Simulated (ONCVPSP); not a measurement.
**u(r) = r·R(r): atom against pseudo-atom (As (Z = 33))**

Columns: radius, all-electron u(r) and pseudo u(r) of the 3s shell (level -190.37 eV) of arsenic in the configuration [Ne] 3s2 3p6 3d10 4s2 4p3; revPBE, scalar-relativistic, ONCV scheme, ONCVPSP 4.0.1.

```csv
r (bohr),all-electron,pseudo
0.057,0.0295,0.1493
0.115,-0.7119,0.3128
0.172,-0.6764,0.4897
0.230,-0.1809,0.6822
0.288,0.4079,0.8764
0.345,0.8893,1.0549
0.402,1.2156,1.2067
0.460,1.3945,1.3190
0.518,1.4492,1.3757
0.575,1.4182,1.3716
0.632,1.3336,1.3124
0.690,1.2166,1.2101
0.747,1.0883,1.0869
0.805,0.9557,0.9553
0.862,0.8305,0.8302
0.920,0.7126,0.7123
0.977,0.6081,0.6078
1.035,0.5139,0.5137
1.092,0.4332,0.4331
1.150,0.3623,0.3622
1.208,0.3018,0.3017
1.265,0.2514,0.2513
1.322,0.2089,0.2088
1.380,0.1725,0.1724
1.438,0.1422,0.1421
1.495,0.1174,0.1173
```

(1) How many radial nodes do the two functions have?

(2) At about which radius was the pseudo-wave matched?

(3) Is the pseudo-wave norm-conserving?

Answers

(1) The all-electron 3s function has n − l − 1 = 2; the pseudo-wave has 0, since the states of the same l below it are removed with the core.

(2) 0.90 bohr. The columns agree to 0.0005 from 0.81 bohr on; several derivatives are matched, so the curves merge somewhat inside the radius.

(3) Yes: the ONCV scheme keeps the norm inside the radius equal to the all-electron one, which fixes the energy derivative of the logarithmic derivative at the level.
